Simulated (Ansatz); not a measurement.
`CO[Si](O)[SiH3]` radical, relaxed with UKS PBE0-D4/def2-TZVP in the Gaussian-basis code of Ansatz from a GFN2-xTB geometry. The force threshold is 0.005 eV/Å; the program also tests the step.

Charge 0, multiplicity 2.

Start:

```xyz
12

C     0.386   -1.883    0.563
O     1.055   -0.674    0.456
Si    0.799    0.516   -0.662
O     1.865    1.631   -0.137
Si   -1.368    1.283   -0.607
H    -0.694   -1.729    0.652
H     0.575   -2.513   -0.310
H     0.748   -2.396    1.455
H     2.363    1.473    0.664
H    -2.201    0.152   -1.046
H    -2.058    1.801    0.588
H    -1.470    2.339   -1.615
```

(1) By how much does the energy fall, and how many steps does the optimiser take? (Best estimate.)

(2) Which bonds change most? (An estimate is asked.)

(3) Give the relaxed structure. (Estimate.)

Answers

(1) The calculation gave: 13.10 kJ/mol, in 29 steps, 5 of them rejected.

(2) Computed: Si3–Si5 from 2.299 to 2.366 Å; C1–O2 from 1.387 to 1.410 Å; Si5–H12 from 1.463 to 1.486 Å; Si5–H10 from 1.472 to 1.489 Å.

(3) Computed: 
```xyz
12

C     0.381   -1.948    0.575
O     0.972   -0.670    0.647
Si    0.799    0.507   -0.498
O     1.748    1.755    0.002
Si   -1.418    1.314   -0.675
H    -0.701   -1.893    0.738
H     0.565   -2.426   -0.393
H     0.818   -2.569    1.358
H     2.540    1.527    0.494
H    -2.282    0.160   -1.046
H    -1.953    1.929    0.573
H    -1.470    2.313   -1.775
```
